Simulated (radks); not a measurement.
Results of a calculation; reference values are marked as such.
Task: The mean radii <r> (bohr) of the occupied orbitals of an atom or ion are listed with their occupations. Level of theory: Dirac Kohn-Sham, relativistic LDA (MacDonald-Vosko exchange, VWN5 correlation), spin-unpolarised, spherical densities, finite nucleus; Fermi nuclear charge, rms radius of each element as measured or else 0.836 A^(1/3) + 0.57 fm (a radial shooting solver on a logarithmic mesh with Libxc functionals).

orbital  occ.      <r>
1s1/2       2  0.08553
2s1/2       2   0.3695
2p1/2       1   0.3192

Name the element and its charge. Open shells, if any, fill j = l - 1/2 first.

Result: Z = 18, argon, charge +13: Ar13+ in [He] 2s2 2p1. The 1s radius gives Z: for a bare nucleus <r> = (2 gamma + 1)/(2Z) with gamma = sqrt(1 - (Z/c)^2), 0.08285 bohr for Z = 18, and screening makes it slightly larger (0.08553 here). The occupations add up to 5, and the charge is Z minus that.
